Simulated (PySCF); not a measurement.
## Ar⁺: ionisation energy

Ar⁺ [Ne] 3s2 3p5 (2P) → Ar²⁺ [Ne] 3s2 3p4 (3P), as a difference of total energies. Calculation: PySCF 2.14, in def2-QZVPPD (10s7p5d2f1g, 79 functions); no relativity, point nucleus. Correlated levels: valence: [Ne] frozen; valence and next inner shell: 1s2 frozen. The calculations carry no spin-orbit coupling.

| method | ionisation energy (eV) |
| --- | --- |
| UHF | 26.369 |
| LDA | 27.828 |
| PBE | 27.591 |
| PBE0 | 27.605 |
| r2SCAN | 27.656 |
| PW91 | 27.673 |
| B97-3 | 27.699 |
| revPBE | 27.536 |
| wB97M-V | 27.592 |
| MP2 (valence) | 27.482 |
| SCS-MP2 (valence) | 27.498 |
| MP2 (valence and next inner shell) | 27.503 |
| SCS-MP2 (valence and next inner shell) | 27.513 |

Q: How much does correlation contribute at MP2 (valence and next inner shell)?

A: 27.503 − (26.369) = 1.134 eV, measured against UHF.

A first-order spin-orbit estimate (lowest level to lowest level, LS coupling) adds -0.006 eV.

Errors of the correlated levels include the incompleteness of this basis and the frozen core.

For comparison: 27.630 eV (measured; NIST Atomic Spectra Database, ionization energies).
